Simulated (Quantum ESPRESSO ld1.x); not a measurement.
Q: The aim is the molybdenum ion Mo+ in [Kr] 4d5. This ld1.x (Quantum ESPRESSO 7.5) run was made with `OMP_NUM_THREADS=1 ld1.x < ld1.in > ld1.out`. Can the result be used? Name any fault.

```
 &input
    zed=42.0,
    iswitch=1,
    rel=1,
    lsd=1,
    dft='SLA-VWN',
    config='[Kr] 4d5',
    beta=0.95,
    prefix='ld1',
    max_out_wfc=37,
    file_charge='ld1.rho',
 /
```

Output (excerpt):

```
     Program LD1 v.7.5 starts

     --------------------------- All-electron run ----------------------------

     scalar relativistic calculation

     atomic number is 42.00
     dft =SLA-VWN   lsd =1 sic =0 latt =0  beta=0.95 tr2=1.0E-14
     Exchange-correlation= SLA-VWN
                           (   1   2   0   0   0   0   0)
     mesh =2043 r(mesh) =  99.31835 a.u. xmin = -8.00 dx = 0.00800
     1 Ry =  13.60569312 eV, c = 137.03599908

     n l     nl                  e(Ry)          e(Ha)          e(eV)
     1 0     1S 1( 1.00)     -1455.3779      -727.6889    -19801.4248
     2 0     2S 1( 1.00)      -206.0055      -103.0028     -2802.8476
     2 1     2P 1( 3.00)      -184.3504       -92.1752     -2508.2144
     3 0     3S 1( 1.00)       -35.4118       -17.7059      -481.8021
     3 1     3P 1( 3.00)       -28.3182       -14.1591      -385.2885
     4 0     4S 1( 1.00)        -5.2896        -2.6448       -71.9691
     4 1     4P 1( 3.00)        -3.4007        -1.7004       -46.2691
     3 2     3D 1( 5.00)       -16.7400        -8.3700      -227.7586
     4 2     4D 1( 5.00)        -0.8491        -0.4246       -11.5527
     1 0     1S 2( 1.00)     -1455.3782      -727.6891    -19801.4295
     2 0     2S 2( 1.00)      -205.9698      -102.9849     -2802.3612
     2 1     2P 2( 3.00)      -184.3227       -92.1613     -2507.8378
     3 0     3S 2( 1.00)       -35.3862       -17.6931      -481.4538
     3 1     3P 2( 3.00)       -28.2903       -14.1451      -384.9087
     4 0     4S 2( 1.00)        -5.1004        -2.5502       -69.3940
     4 1     4P 2( 3.00)        -3.1951        -1.5976       -43.4721
     3 2     3D 2( 5.00)       -16.7022        -8.3511      -227.2446
     4 2     4D 2( 0.00)        -0.6371        -0.3186        -8.6687

     final scf error:  4.0E-15 reached in  13 iterations

     Etot =   -8088.606663 Ry,   -4044.303331 Ha, -110051.100047 eV
     Total magnetization:    5.00 Bohr mag.

     Ekin =    8337.623038 Ry,    4168.811519 Ha,  113439.140425 eV
     Encl =  -19483.011266 Ry,   -9741.505633 Ha, -265079.872395 eV
     Eh   =    3295.256459 Ry,    1647.628229 Ha,   44834.248136 eV
     Exc  =    -238.474893 Ry,    -119.237447 Ha,   -3244.616213 eV
```

A: Yes, it can be used (harmless). The line at issue: beta=0.95. The Broyden-type mixing copes: 13 iterations against 26, same energy.
